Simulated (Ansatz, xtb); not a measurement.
# Relative energy of two isomers of C2H11NSSi2

We compare I, `CN[SiH2]S[SiH2]C`, a singlet, with II, `C[SiH2]N[SiH2]SC`, a singlet. Both are isolated molecules in the gas phase, relaxed with B3LYP/def2-SVP, each in the lowest conformer that the search found.

I (Å):

```yaml
atoms:
  - { symbol: C, position_ang: [1.4174, -1.7995, -1.5027] }
  - { symbol: C, position_ang: [0.6951, 1.5638, 3.9375] }
  - { symbol: N, position_ang: [0.9337, -1.8719, -0.1331] }
  - { symbol: S, position_ang: [0.0644, 1.2672, 0.6431] }
  - { symbol: Si, position_ang: [-0.3161, -0.8808, 0.5288] }
  - { symbol: Si, position_ang: [1.5116, 1.3555, 2.2537] }
  - { symbol: H, position_ang: [2.2107, -1.0427, -1.6577] }
  - { symbol: H, position_ang: [0.5865, -1.5416, -2.1794] }
  - { symbol: H, position_ang: [1.8119, -2.7753, -1.8343] }
  - { symbol: H, position_ang: [1.6214, -2.2361, 0.5207] }
  - { symbol: H, position_ang: [-0.5811, -1.4115, 1.8951] }
  - { symbol: H, position_ang: [-1.5101, -0.9474, -0.3554] }
  - { symbol: H, position_ang: [2.3374, 0.1082, 2.2394] }
  - { symbol: H, position_ang: [2.4001, 2.5171, 1.9644] }
  - { symbol: H, position_ang: [0.0816, 2.4783, 3.9599] }
  - { symbol: H, position_ang: [1.4596, 1.6395, 4.7291] }
  - { symbol: H, position_ang: [0.0415, 0.7078, 4.1685] }
```

II (Å):

```
atom    x (Å)    y (Å)    z (Å)
   C  -1.5116   1.2350   3.3349
   C   2.1953   0.3361  -1.7967
   N  -0.5857   0.8806   0.4629
   S   0.5315  -0.1275  -2.4311
  Si  -0.0726   1.0858   2.1288
  Si  -0.5240  -0.5056  -0.5902
   H  -2.1525   2.0975   3.0874
   H  -2.1396   0.3296   3.3184
   H  -1.1405   1.3776   4.3639
   H   0.7610  -0.1022   2.4710
   H   0.7655   2.3206   2.2395
   H  -0.9983   1.7103   0.0353
   H  -1.8680  -0.9274  -1.0805
   H   0.1073  -1.5947   0.2068
   H   2.7080  -0.5297  -1.3529
   H   2.7767   0.6911  -2.6586
   H   2.1234   1.1453  -1.0565
```

Question: Estimate which is lower in electronic energy at CCSD(T)/def2-SVP + ΔMP2/def2-TZVPP, and by roughly how much.

Answer: The CCSD(T)/def2-SVP + ΔMP2/def2-TZVPP calculation puts structure II lower, by 4.1 kcal/mol.

Level by level:

| level | geometry | E(II) − E(I) (kcal/mol) | departure from the last row (kcal/mol) | job, with rough time for the two |
| --- | --- | --- | --- | --- |
| B3LYP/def2-SVP | B3LYP/def2-SVP | −1.5 | +2.6 | optimisation, 4.9 min |
| HF/def2-SVP | B3LYP/def2-SVP | −1.7 | +2.4 | part of the CCSD(T) run |
| MP2/def2-SVP | B3LYP/def2-SVP | −1.8 | +2.3 | part of the CCSD(T) run |
| CCSD(T)/def2-SVP | B3LYP/def2-SVP | −1.5 | +2.6 | single point |
| CCSD(T)/def2-SVP + ΔMP2/def2-TZVPP | B3LYP/def2-SVP | −4.1 |  | single point, 81 s |

As drawn, II has 1 N–Si, 1 C–S in place of 1 C–N, 1 S–Si.

The levels shown agree on the order. The largest departure from CCSD(T)/def2-SVP + ΔMP2/def2-TZVPP is that of CCSD(T)/def2-SVP, 2.6 kcal/mol. Levels run at GFN2-xTB geometries aren't shown. The last row adds to CCSD(T) the change of the MP2 difference between the two basis sets, here −2.6 kcal/mol.

With thermal terms from frequencies at re-optimised GFN2-xTB minima (ideal gas, soft modes damped towards free rotors, one conformer each, 298.15 K, 1 atm): on the last row, ΔE + ΔZPE = −5.1, ΔH = −5.0, ΔG = −5.2 kcal/mol.

The correlated steps freeze 18 core orbitals. Codes used: Ansatz 0.2.0, xtb 6.7.1; the last row on 4 threads of Arm Neoverse V1 on a shared host.
